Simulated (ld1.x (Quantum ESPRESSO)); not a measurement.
# What the settings do to the TM potential of Au

Base potential:

ld1.x (Quantum ESPRESSO) 7.5 input, shortened:

```
&input
   title='Au', zed=79., rel=1, dft='PZ', iswitch=3,
   config='[Xe] 4f14 5d10 6s0 6p0'
 /
 &inputp
   pseudotype=2, tm=.true., lloc=2,
   nlcc=.false.
 /
3
6S  1  0   0.00   0.00  1.80  1.80  0.0
5P  2  1   6.00   0.00  1.35  1.35  0.0
5D  3  2  10.00   0.00  1.85  1.85  0.0
 &test
   configts(1)='5p6 5d10 6s0 6p0'
 /
```

Cutoffs, loose and tight: the cutoffs (Ry, on a coarse ladder) from which the occupation-weighted sum of valence levels, in a spherical-Bessel basis at the reference potential, stays within 10 and 1 mRy of its value at 400 Ry. They do not see the model core or the augmentation charge, which bear on the density cutoff. Test errors are all-electron minus pseudo excitation energies from the reference, over the configurations 5p6 5d10 6s1 6p0; 5p6 5d9 6s0 6p0; 5p6 5d8 6s0 6p0; 5p5 5d10 6s1 6p0; 5p6 5d9 6s1 6p1; 5p6 5d9 6s2 6p0; 5p6 5d10 6s0 6p1 (two spin-polarised tests are not counted in the largest error). A dash means not determined; rows that change the core or the reference have their own tests. The largest error is taken over the tests solved by every variant that gives reliable tests at all: 5p5 5d10 6s1 6p0; 5p6 5d10 6s1 6p0; 5p6 5d8 6s0 6p0; 5p6 5d9 6s0 6p0; 5p6 5d9 6s2 6p0.

A true bound ghost makes a file unfit for plane-wave use even where its test errors are small: the radial tests pick states by their node count and pass the ghost by. Where a test does run into it, the solver fails or the error is huge.

```csv
change,outcome,"cutoff, loose","cutoff, tight",bound ghosts,largest test error (meV)
base,generated,100 Ry,140 Ry,s,-166
wave 5d (bound): rc 1.85 bohr becomes 5d (bound): rc 1.22 bohr,generated,100 Ry,140 Ry,s,-181
wave 5d (bound): rc 1.85 bohr becomes 5d (bound): rc 1.52 bohr,generated,100 Ry,140 Ry,s,-170
wave 5d (bound): rc 1.85 bohr becomes 5d (bound): rc 1.82 bohr,generated,100 Ry,140 Ry,s,-166
wave 5d (bound): rc 1.85 bohr becomes 5d (bound): rc 2.06 bohr,generated,100 Ry,140 Ry,s,-188
wave 5d (bound): rc 1.85 bohr becomes 5d (bound): rc 2.80 bohr,generated,100 Ry,140 Ry,s,-345
```

(1) What comes out with this change to the base: wave 5d (bound): rc 1.85 bohr becomes 5d (bound): rc 2.28 bohr?

(2) What comes out with this change to the base: wave 5d (bound): rc 1.85 bohr becomes 5d (bound): rc 2.42 bohr?

## Answers

(1) outcome: generated; cutoff, loose: 100 Ry; cutoff, tight: 140 Ry; bound ghosts: s, p; largest test error (meV): -160.

(2) outcome: generated; cutoff, loose: 100 Ry; cutoff, tight: 140 Ry; bound ghosts: s; largest test error (meV): -226.

Reading the sweep of the d radius (base included, trends over the rows without a ghost): Bound ghosts are found at 1.22, 1.52, 1.82, 1.85, 2.06, 2.28, 2.42, 2.8 bohr. Every judged row has one, so this setting neither creates nor removes them.
